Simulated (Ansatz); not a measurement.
Frontier orbitals of C4H2Cl2Hf (`C#[C][Hf]([Cl])([Cl])[C]#C`).

```
atom   x (Å)   y (Å)   z (Å)
  C1  -1.716  -1.607  -1.676
  C2  -1.302  -0.886  -0.790
 Hf3  -0.542   0.393   0.772
 Cl4  -0.827  -0.657   2.826
 Cl5  -1.637   2.442   0.684
  C6   1.564   0.697   0.417
  C7   2.749   0.859   0.205
  H8  -2.080  -2.240  -2.455
  H9   3.791   1.000   0.018
```

The species carries charge 0 and has multiplicity 1. Correlated methods include outer-core shells of Hf, which these sets cover unevenly. Hf: def2 effective core potential. The structure was optimised at the PBE0-D4/def2-TZVP level. Basis def2-TZVPP, the Gaussian-basis code of Ansatz.

```csv
functional,HOMO (eV),LUMO (eV),gap (eV)
PBE,-7.30,-3.31,3.99
BLYP,-7.11,-3.15,3.96
r2SCAN,-7.55,-3.17,4.38
PBE0,-8.48,-2.54,5.94
B3LYP,-8.22,-2.72,5.50
r2SCANh,-7.99,-2.89,5.10
CAM-B3LYP,-9.79,-1.49,8.30
ωB97X-V,-10.81,-0.48,10.33
ωB97M-V,-10.68,-0.55,10.13
```

A quarter of exact exchange (PBE0) shifts PBE's HOMO by −1.18 eV and its LUMO by +0.76 eV; full exchange at long range (ωB97M-V) shifts them by −3.37 and +2.76 eV. The gap opens from 4.00 to 10.13 eV, since occupied levels lose self-interaction and empty ones feel all the electrons.

B3LYP here is the variant with VWN-RPA as its local correlation; programs differ in this.
